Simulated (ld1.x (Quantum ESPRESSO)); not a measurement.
## Logarithmic derivatives: Ta, PAW

| Property | Result |
| --- | --- |
| Element | Ta (Z = 73) |
| Generator | ld1.x (Quantum ESPRESSO) 7.5 |
| Type | PAW |
| Functional | PBE |
| Relativity | fully relativistic |
| Frozen core | [Kr] 4d10 |
| Valence charge | 27 |
| Reference configuration | 4f14 5s2 5p6 5d3 6s1.75 6p0 (charge +0.25) |
| Partial waves | 5s (bound): rcut 1.45, rcutus 1.75 bohr; 6s (bound): rcut 1.45, rcutus 1.75 bohr; 5p (bound): rcut 1.70, rcutus 2.00 bohr; 6p (bound, empty): rcut 1.70, rcutus 2.00 bohr; 5d (bound): rcut 1.85, rcutus 2.10 bohr; 5d channel at 0.3 Ry: rcut 1.85, rcutus 2.10 bohr; 4f (bound): rcut 0.90, rcutus 1.20 bohr; 4f channel at -1.4 Ry: rcut 0.90, rcutus 1.20 bohr |
| Local potential | all-electron potential smoothed inside 0.90 bohr (lloc = -1) |
| Core correction | Bessel-smoothed model core inside 0.95 bohr |
| Augmentation charge | BESSEL, radius 0.90 bohr |

Open shells are filled in proportion to 2j + 1 (rel_dist='average').

The phase is arctan(r·u′/u) with u = r·R(r), unwrapped; energies in Ry, scanned from -7 to 5 Ry. A pole is an energy at which the radial function vanishes at the test radius. The pseudo phase is shifted by a multiple of π to meet the all-electron one at the reference energy, and phase errors are pseudo minus all-electron; the curves can meet again beyond the range given. Levels narrower than the energy grid can be missing from the lists of poles.

| channel | radius (bohr) | reference energy (Ry) | poles, all-electron | poles, pseudo | unbroken range about the reference energy with phases within 0.05 rad | phase error 1 Ry above the reference energy (rad) |
| --- | --- | --- | --- | --- | --- | --- |
| s | 2.29 | -0.51 | -5.36, 4.47 | -5.36, 4.55 | the whole range | +0.002 |
| p1/2 | 2.29 | -0.22 | -3.24 | -3.23, -0.79, 0.32 | -0.5 to 0.0 | -2.606 |
| p3/2 | 2.29 | -0.18 | -2.47 | -2.45 | -3.1 to 0.9 | +0.042 |
| d3/2 | 2.29 | -0.41 | 0.83 | 0.83 | below 3.9 | -0.000 |
| d5/2 | 2.29 | -0.37 | 0.97 | 0.97 | below 3.9 | -0.000 |
| f5/2 | 2.29 | -2.01 | -1.99 | -1.99 | the whole range | +0.000 |
| f7/2 | 2.29 | -1.87 | -1.84 | -1.84 | the whole range | +0.000 |

The ghost test of this file was not conclusive.

Phases in the d3/2 channel:

```csv
E (Ry),all-electron,pseudo
-7.00,1.399,1.399
-6.48,1.391,1.391
-5.96,1.383,1.382
-5.44,1.372,1.372
-4.92,1.360,1.360
-4.40,1.345,1.345
-3.88,1.327,1.327
-3.36,1.303,1.302
-2.84,1.269,1.269
-2.32,1.218,1.218
-1.80,1.129,1.129
-1.28,0.930,0.930
-0.76,0.227,0.227
-0.24,-1.034,-1.034
0.28,-1.421,-1.421
0.80,-1.564,-1.564
1.32,-1.648,-1.648
1.84,-1.713,-1.713
2.36,-1.777,-1.778
2.88,-1.853,-1.859
3.40,-1.964,-1.980
3.92,-2.161,-2.219
4.44,-2.599,-2.833
4.96,-3.449,-3.815
```
